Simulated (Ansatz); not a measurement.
Mg₅S₄, 9 atoms. Hardware: 4 threads of Arm Neoverse V2 on a shared host.

Correlated methods freeze 25 core orbitals; core or outer-core shells of Mg are correlated, in sets that lack core-valence functions.

How many basis functions does each of these Ansatz runs have, and roughly what does it cost? PBE-QIDH/def2-TZVP, charge 0 singlet, energy, from earlier orbitals; PBE0-D4/def2-SVP, charge 0 singlet, energy, from earlier orbitals; B3LYP-D4/def2-SVP, charge 0 singlet, relaxation, 14 steps; MP2/def2-TZVP, charge 0 singlet, energy, from earlier orbitals; PBE0-D4/def2-TZVP, charge 0 singlet, energy, from earlier orbitals; r2SCAN-D4/def2-TZVP, charge 0 singlet, energy, from earlier orbitals; PBE-D4/def2-SVP, charge 0 singlet, energy, from earlier orbitals; CCSD(T)/def2-SVP, charge 0 singlet, energy, from earlier orbitals; B3LYP-D4/def2-TZVP, charge 0 singlet, energy, from earlier orbitals; PBE-D4/def2-TZVP, charge 0 singlet, energy and forces, from earlier orbitals; LDA (SPW92)/def2-TZVP, charge 0 singlet, energy, from earlier orbitals.

Other jobs shared the machine, so times can vary by a factor of up to 3. A dash marks memory too small to be measured apart from the calling script's.

```tsv
run	functions	fitting or Cholesky vectors	wall time	peak host memory (GiB)
PBE-D4/def2-SVP, charge 0 singlet, energy, from earlier orbitals	162	1715	3.3 s	–
LDA (SPW92)/def2-TZVP, charge 0 singlet, energy, from earlier orbitals	308	2484	3.4 s	0.74
PBE0-D4/def2-SVP, charge 0 singlet, energy, from earlier orbitals	162	1352	6 s	–
PBE-D4/def2-TZVP, charge 0 singlet, energy and forces, from earlier orbitals	308	2484	6.5 s	0.75
MP2/def2-TZVP, charge 0 singlet, energy, from earlier orbitals	308	2276	12 s	1.1
B3LYP-D4/def2-TZVP, charge 0 singlet, energy, from earlier orbitals	308	2524	14 s	1.6
r2SCAN-D4/def2-TZVP, charge 0 singlet, energy, from earlier orbitals	308	2484	14 s	0.81
PBE0-D4/def2-TZVP, charge 0 singlet, energy, from earlier orbitals	308	2524	17 s	1.6
PBE-QIDH/def2-TZVP, charge 0 singlet, energy, from earlier orbitals	308	2276	20 s	1.2
B3LYP-D4/def2-SVP, charge 0 singlet, relaxation, 14 steps	162	1454	61 s	–
CCSD(T)/def2-SVP, charge 0 singlet, energy, from earlier orbitals	162	1352	1.7 min	1.8
```
